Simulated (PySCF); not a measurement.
C3H11FSi2.
Atom-mapped SMILES: `[CH3:1][SiH2:2][CH2:3][C@@H:4]([F:5])[SiH3:6]` (hydrogens: H7, H8, H9 on C1; H10, H11 on Si2; H12, H13 on C3; H14 on C4; H15, H16, H17 on Si6)

Method: PySCF, PBE0-D3(BJ)/def2-SVP geometry optimisation, gas phase.

(1) Give the optimised bond lengths and angles.

Answers

(1) 
```json
{"bond": "C1–Si2", "length (bohr)": "3.543", "order": "single"}
{"bond": "Si2–C3", "length (bohr)": "3.594", "order": "single"}
{"bond": "C3–C4", "length (bohr)": "2.867", "order": "single"}
{"bond": "C4–F5", "length (bohr)": "2.646", "order": "single"}
{"bond": "C4–Si6", "length (bohr)": "3.607", "order": "single"}
{"bond": "C1–H7, C1–H8, C1–H9", "length (bohr)": "2.080", "order": "single"}
{"bond": "Si2–H10", "length (bohr)": "2.832", "order": "single"}
{"bond": "Si2–H11", "length (bohr)": "2.832", "order": "single"}
{"bond": "C3–H12", "length (bohr)": "2.085", "order": "single"}
{"bond": "C3–H13", "length (bohr)": "2.088", "order": "single"}
{"bond": "C4–H14", "length (bohr)": "2.090", "order": "single"}
{"bond": "Si6–H15, Si6–H16, Si6–H17", "length (bohr)": "2.823", "order": "single"}
```

Bonds in one row agree within 0.02 bohr and their mean is given. Orders are formal, as drawn. A selection of angles:
```json
{"angle": "Si2–C1–H7", "degrees": "110.5"}
{"angle": "Si2–C1–H9", "degrees": "111.4"}
{"angle": "H7–C1–H8", "degrees": "108.1"}
{"angle": "H8–C1–H9", "degrees": "108.9"}
{"angle": "C1–Si2–C3", "degrees": "112.1"}
{"angle": "C1–Si2–H10", "degrees": "110.1"}
{"angle": "C1–Si2–H11", "degrees": "110.9"}
{"angle": "C3–Si2–H10", "degrees": "107.6"}
{"angle": "C3–Si2–H11", "degrees": "108.1"}
{"angle": "H10–Si2–H11", "degrees": "107.8"}
{"angle": "Si2–C3–C4", "degrees": "113.7"}
{"angle": "Si2–C3–H12", "degrees": "108.2"}
{"angle": "Si2–C3–H13", "degrees": "108.1"}
{"angle": "C4–C3–H12", "degrees": "108.9"}
{"angle": "C4–C3–H13", "degrees": "111.1"}
{"angle": "H12–C3–H13", "degrees": "106.4"}
{"angle": "C3–C4–F5", "degrees": "109.7"}
{"angle": "C3–C4–Si6", "degrees": "114.5"}
{"angle": "C3–C4–H14", "degrees": "109.2"}
{"angle": "F5–C4–Si6", "degrees": "106.9"}
{"angle": "F5–C4–H14", "degrees": "106.6"}
{"angle": "Si6–C4–H14", "degrees": "109.7"}
{"angle": "C4–Si6–H15", "degrees": "110.3"}
{"angle": "H15–Si6–H16", "degrees": "109.5"}
```

Dihedral angles: C1–Si2–C3–C4 -76° (synclinal); Si2–C3–C4–F5 48° (synclinal).

Si2 (SiH2 silicon) is tetrahedral (angles from 107.6° to 112.1°). Si6 (SiH3 silicon) is tetrahedral (angles from 108.6° to 110.3°). Of the pairs four or more bonds apart, F5···H8 is among the closest relative to their van der Waals radii: 2.57 Å, 96 % of the sum of Bondi's values. The 3 C–Si bonds span 1.875 Å (C1–Si2, drawn single) to 1.909 Å (C4–Si6, drawn single), a spread of 0.034 Å.

Point group: C1 (no symmetry element, even within 0.4 Å). Stationary, but not proved a minimum. The numbers are those of one conformer.
